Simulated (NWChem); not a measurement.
System: ZrNH2Cl3; SMILES [NH2][Zr]([Cl])([Cl])[Cl]

Here is an NWChem input.

```
start job
memory heap 200 mb stack 900 mb global 1100 mb
geometry units angstroms noautoz
  Zr    -0.033916    -0.023664     0.187806
  Cl     2.154066     0.587103    -0.417951
  Cl    -1.498986     1.664289    -0.526219
  Cl    -0.557995    -2.173502    -0.580941
  N     -0.135425    -0.092692     2.173198
  H     -0.167229     0.716181     2.792954
  H     -0.143894    -0.942671     2.735879
end
basis spherical
  Zr library def2-svp
  Cl library def2-svp
  N library def2-svp
  H library def2-svp
end
ecp
  Zr library def2-ecp
end
dft
  xc revpbe cpbe96
  iterations 150
  mulliken
end
task dft energy
```

Structure relaxed at the PBE0/def2-SVP level. No frequency run checked for a minimum. def2 effective core potentials on Zr; no spin-orbit coupling.

Task: Give the results of this calculation. (revPBE/def2-SVP with def2 effective core potentials on Zr.) Quantities: energy (Ha); highest occupied level (eV); orbital gap (eV); dipole (D).

Result: 
```
Property                        Value
---------------------------  --------
energy (Ha)                  -1483.19
highest occupied level (eV)     -6.87
orbital gap (eV)                 4.03
dipole (D)                       3.05
```
